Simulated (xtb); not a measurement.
BF₂I, SMILES FB(F)I. All values are semi-empirical tight-binding results from xtb (GFN2-xTB unless named), good for trends rather than for accurate numbers. Geometry optimised at GFN2-xTB.

Optimised geometry:

```xyz
4

B      0.0000     0.0000    -1.2935
F      0.0000     1.1105    -1.9789
F      0.0000    -1.1105    -1.9789
I      0.0000     0.0000     0.7941
```

```
Item                                             Value
--------------------------------------  --------------
point group as xtb finds it                        C2v
orbital gap                                    4.89 eV
zero-point energy                         5.9 kcal/mol
G − E(el) at 298.15 K (modified RRHO)   -12.1 kcal/mol
static polarisability (D4 model)            50.3 bohr³
solvation energy, GFN2-xTB/ALPB(water)   -0.7 kcal/mol
solvation energy, GFN2-xTB/ALPB(ether)   -4.0 kcal/mol
```

Computed atomic charges and the Wiberg bond orders between heavy atoms:
charges (e) B1 0.57, F2 -0.24, F3 -0.24, I4 -0.09. Bond orders B1–F2 1.12, B1–F3 1.12, B1–I4 1.07.
